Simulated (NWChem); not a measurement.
# BGeH₃ClF; SMILES [GeH3][B](Cl)F

```xyz
7

B     -0.4298    -0.6814     0.0576
Cl     0.5992    -1.9193    -0.6456
F     -1.5537    -1.0817     0.6124
Ge     0.1247     1.3172     0.0030
H     -0.9203     2.2229     0.6771
H      1.4772     1.4959     0.7164
H      0.3038     1.7621    -1.4599
```
Atoms are numbered in this order, from 1.

Level: PBE0/def2-SVP (NWChem), optimised geometry, unscaled harmonic frequencies. 

```
frequency (cm⁻¹)  IR intensity (km/mol)
----------------  ---------------------
41                                  0.0
148                                 0.6
272                                10.5
327                                16.6
459                                 4.7
514                                28.0
578                                 4.6
809                               176.0
882                                 8.2
889                                28.1
940                               211.0
1323                              236.1
2158                               42.9
2159                               97.5
2167                              120.2
```

| Property | Value |
|---|---|
| zero-point energy | 19.5 kcal/mol |
| thermal correction to the enthalpy at 298.15 K (with zero-point energy) | 23.9 kcal/mol |
| heat capacity Cv | 19.1 cal/(mol K) |
| entropy at 298.15 K and 1 atm (symmetry number 1) | 81.6 cal/(mol K) |
| dipole moment | 0.47 D |

Rigid rotor and harmonic oscillator; modes under 100 cm⁻¹ make the entropy uncertain.
